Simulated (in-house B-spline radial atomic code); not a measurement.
Tl⁸⁺. Computed with a B-spline radial atomic code. Model: all-electron spherical atom, spin shells full or empty, radial basis limit, no spin-orbit coupling, Breit or QED, empty-state partial waves extrapolated as (l+1/2)^-4, RPA, G0W0 and static COHSEX of the highest shell as one setting changes (uncorrelated shells keep exact exchange).

Without the two-electron picture change, core correlation of heavy ions comes too large.

Given: element Tl; charge 8; filled core Xe; hamiltonian one-electron scalar X2C; mean-field start PBE; highest l of empty states 9; nuclear rms radius 5.4759 fm; highest mean-field shell 5d up.

Shell: 4f 7 7, 5d 5 0 (electrons up and down).

```
lowest nl shells left uncorrelated  RPA correlation energy (hartree)  G0W0 level (eV)  G0W0 minus most complete (meV)  COHSEX level (eV)  linearised minus solved G0W0 (meV)
                                 0                           -6.6596          -140.29                               0            -143.12                               -12.8
                                 1                           -6.4161          -140.29                             0.1            -143.11                               -12.8
                                 2                           -6.2007          -140.28                             1.1            -143.11                               -12.8
                                 3                           -5.5786          -140.28                               3            -143.12                               -12.8
                                 4                           -5.3775          -140.28                             4.5            -143.12                               -12.8
                                 5                           -4.7558          -140.28                             9.3            -143.12                               -12.7
                                 6                           -3.7242          -140.26                            24.9            -143.08                               -12.7
                                 7                           -3.5328          -140.26                            22.4            -143.08                               -12.7
                                 8                                 ?                ?                               ?                  ?                                   ?
                                 9                           -1.9762          -140.39                          -105.3            -143.25                               -13.1
                                10                           -1.7769          -140.43                            -148            -143.21                               -13.2
                                11                                 ?                ?                               ?                  ?                                   ?
                                12                          -0.13542          -140.33                           -40.6            -142.13                               -11.7
```

Task: What follows for lowest nl shells left uncorrelated = 8?

Result: RPA correlation energy -2.9598 hartree; G0W0 level -140.28 eV; G0W0 minus most complete 8.7 meV; COHSEX level -143.08 eV; linearised minus solved G0W0 -12.8 meV.

Task: What follows for lowest nl shells left uncorrelated = 11?

Result: RPA correlation energy -0.51502 hartree; G0W0 level -140.14 eV; G0W0 minus most complete 148 meV; COHSEX level -142.51 eV; linearised minus solved G0W0 -12.6 meV.
